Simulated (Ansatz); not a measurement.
Consider the substitution at a C–B bond: `BC1C=N1` + CH₃NH₂ → `CNC1C=N1` + BH₃.

Calculated with Ansatz (gas phase, PBE0-D4/def2-TZVP geometries, no zero-point term in ΔE). CCSD(T)/CBS adds triple-zeta CCSD(T) − MP2 to the extrapolated MP2 energy (def2 sets, frozen cores). This one scheme is used for every species. DFT in def2-TZVPP. Each species was taken in one conformer, which may not be the lowest.

```csv
species,B2PLYP energy (Eh)
`BC1C=N1`,-158.03331
CH₃NH₂,-95.81051
`CNC1C=N1`,-227.23885
BH₃,-26.58094
```

(1) Work out ΔE.

Largest T1 diagnostic among the species: 0.013.

Answers

(1) ΔE = (-227.23885) + (-26.58094) − (-158.03331) − (-95.81051) = 0.02403 Eh = +63.1 kJ/mol. CCSD(T)/CBS gives +61.5 kJ/mol.

From PBE to PBE0 (25 % exact exchange), in def2-TZVPP and without D4, ΔE moves by −5.1 kJ/mol. In def2-TZVPP, CCSD(T) changes the Hartree–Fock value by +8.2 kJ/mol (the triples alone add +1.2 kJ/mol) and MP2 by +8.2 kJ/mol. The D4 term adds −4.2 kJ/mol with B3LYP and −2.5 kJ/mol with PBE0; it sums over pairs of atoms, weighted by their polarisabilities, and B3LYP, whose exchange is more repulsive, gets the larger term.

B3LYP here is the variant with VWN-RPA as its local correlation; programs differ in this.
